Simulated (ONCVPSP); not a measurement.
**u(r) = r·R(r): atom against pseudo-atom (Zn)**

Columns: radius, all-electron u(r) and pseudo u(r) of the 3d shell (level -11.33 eV) of zinc in the configuration [Ne] 3s2 3p6 3d10 4s1.5 4p0.5; PBEsol, scalar-relativistic, ONCV scheme, ONCVPSP 4.0.1.

| r (bohr) | all-electron | pseudo |
| --- | --- | --- |
| 0.075 | 0.0646 | 0.0069 |
| 0.150 | 0.2754 | 0.0519 |
| 0.225 | 0.5288 | 0.1593 |
| 0.300 | 0.7462 | 0.3314 |
| 0.375 | 0.9005 | 0.5477 |
| 0.450 | 0.9921 | 0.7728 |
| 0.525 | 1.0317 | 0.9679 |
| 0.600 | 1.0336 | 1.1035 |
| 0.675 | 1.0100 | 1.1652 |
| 0.750 | 0.9706 | 1.1577 |
| 0.825 | 0.9222 | 1.0976 |
| 0.900 | 0.8695 | 1.0078 |
| 0.975 | 0.8154 | 0.9091 |
| 1.050 | 0.7618 | 0.8164 |
| 1.125 | 0.7099 | 0.7368 |
| 1.200 | 0.6604 | 0.6711 |
| 1.275 | 0.6136 | 0.6168 |
| 1.350 | 0.5697 | 0.5702 |
| 1.425 | 0.5287 | 0.5287 |
| 1.500 | 0.4906 | 0.4905 |
| 1.575 | 0.4552 | 0.4551 |
| 1.650 | 0.4223 | 0.4223 |
| 1.725 | 0.3919 | 0.3918 |
| 1.800 | 0.3638 | 0.3637 |
| 1.875 | 0.3377 | 0.3376 |
| 1.950 | 0.3136 | 0.3135 |

Task: How many radial nodes do the two functions have?

Result: The all-electron 3d function has n − l − 1 = 0; the pseudo-wave has 0.

Task: At about which radius was the pseudo-wave matched?

Result: 1.50 bohr, where the columns begin to agree (steps of 0.07 bohr).

Task: Is the pseudo-wave norm-conserving?

Result: Yes: the ONCV scheme keeps the norm inside the radius equal to the all-electron one, which fixes the energy derivative of the logarithmic derivative at the level.
